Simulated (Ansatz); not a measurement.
Consider the ligand exchange at the Si–F bond: `C=C[Si](N)(F)Cl` + silanol → `C=C[Si](N)(Cl)O[SiH3]` + H–F.

Isolated molecules relaxed with PBE0-D4/def2-TZVP in Ansatz; ΔE leaves out vibrations. CCSD(T)/CBS adds triple-zeta CCSD(T) − MP2 to the extrapolated MP2 energy (def2 sets, frozen cores). This one scheme is used for every species. DFT in def2-TZVPP. Each species was taken in one conformer, which may not be the lowest.

```
        level  ΔE (kcal/mol)
          PBE            7.7
MP2/CBS(def2)            3.3
```

(1) What does CCSD(T)/CBS give? (Estimate.)

Largest T1 diagnostic among the species: 0.011.

Answers

(1) Computed: +3.9 kcal/mol. The listed levels differ from it by 3.8, -0.6 kcal/mol.

From PBE to PBE0 (25 % exact exchange), in def2-TZVPP and without D4, ΔE moves by −1.1 kcal/mol. The D4 term adds −3.4 kcal/mol with B3LYP and −2.0 kcal/mol with PBE0; it sums over pairs of atoms, weighted by their polarisabilities, and B3LYP, whose exchange is more repulsive, gets the larger term.

CCSD(T)/CBS has its own doubt, a few kJ/mol and more with outer-core shells, so smaller differences from it don't rank the levels.

B3LYP here is the variant with VWN-RPA as its local correlation; programs differ in this.
